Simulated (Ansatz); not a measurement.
C₄H₅ (SMILES C=C1[CH]C1), doublet, geometry from GFN2-xTB. Base run: B3LYP/cc-pVDZ in Ansatz (a quantum-chemistry and plane-wave program).

Ansatz was given this input:
Ansatz 0.2 input:
```yaml
crystal:
  periodic: [false, false, false]
  atoms:
    - {symbol: C, position_ang: [-0.00487805, -0.07714410, 0.26394931]}
    - {symbol: C, position_ang: [0.19855614, -0.71836459, -0.91636831]}
    - {symbol: C, position_ang: [-0.06383047, 0.73604089, -0.99191477]}
    - {symbol: C, position_ang: [-0.10307189, -0.06938417, 1.60220965]}
    - {symbol: H, position_ang: [0.40079764, -1.59828163, -1.47223199]}
    - {symbol: H, position_ang: [0.74883323, 1.41662743, -1.23105220]}
    - {symbol: H, position_ang: [-1.02322444, 1.09027825, -1.35918325]}
    - {symbol: H, position_ang: [0.02216024, -0.97349051, 2.17299880]}
    - {symbol: H, position_ang: [-0.30922107, 0.83797828, 2.14221335]}
basis:
  gaussian:
    orbitals: cc-pVDZ
hamiltonian:
  xc: b3lyp
magnetization: {spin_polarized: true, initial_magnetization: 1}
```

Variants of this job, named by their change:

| change | E (Eh) | SCF-reference <S^2> |
|---|---|---|
| base | -155.30551 | 0.775 |
| functional = pbe0 | -155.11675 | 0.785 |
| functional = blyp | -155.22080 | 0.762 |
| functional = PBE0-DH | -155.10558 | 0.819 |
| functional = hse06 | -155.10743 | 0.784 |
| functional = r2scan | -155.21321 | 0.791 |
| functional = hf | -154.27467 | 0.940 |
| functional = wB97X | -155.26037 | 0.795 |
| functional = pbe | -155.09351 | 0.763 |
| functional = lc_wpbe | -155.19614 | 0.815 |
| functional = b3lyp5 | -155.19940 | 0.776 |
| functional = B97M-V | -155.31639 | 0.775 |
| functional = B2PLYP | -155.12001 | 0.822 |

Totals shift with the method and basis; they matter in differences.
